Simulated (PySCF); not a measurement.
MgGe and its ions

r²SCAN; basis Mg def2-SVPD, Ge def2-SVPD; no relativity; PySCF 2.14. Neutral (UKS): triplet (π ↑↑), Re = 2.577 Å, ωe = 266 cm⁻¹, De = 1.29 eV, HOMO -4.46 eV, LUMO -3.09 eV.

MgGe⁺ (UKS): doublet (π ↑), Re = 2.759 Å, ωe = 224 cm⁻¹, De = 1.76 eV to Mg⁺ + Ge. The energies at the minima are -2276.65837 hartree for MgGe and -2276.40438 for MgGe⁺.

Work out the adiabatic ionisation energy, without and with harmonic zero-point energies (1 hartree = 27.2114 eV, 1 eV = 8065.5 cm⁻¹), and the change of the bond length.

At r²SCAN: 0.25399 hartree = 6.911 eV between the minima; the zero-point term (224.0 − 266.0)/2 cm⁻¹ = -0.003 eV makes it 6.909 eV. Re changes by +18.2 pm against the neutral. The electron leaves a π orbital; in so polar a molecule the change of length follows mostly from the change of the ionic charges.

Spin–orbit coupling is left out. For an ion De counts to the pair picked by the measured ionisation energies or electron affinities, which need not be the lowest pair at this level. States were picked by a PBE0 search and need not be the measured ground states.
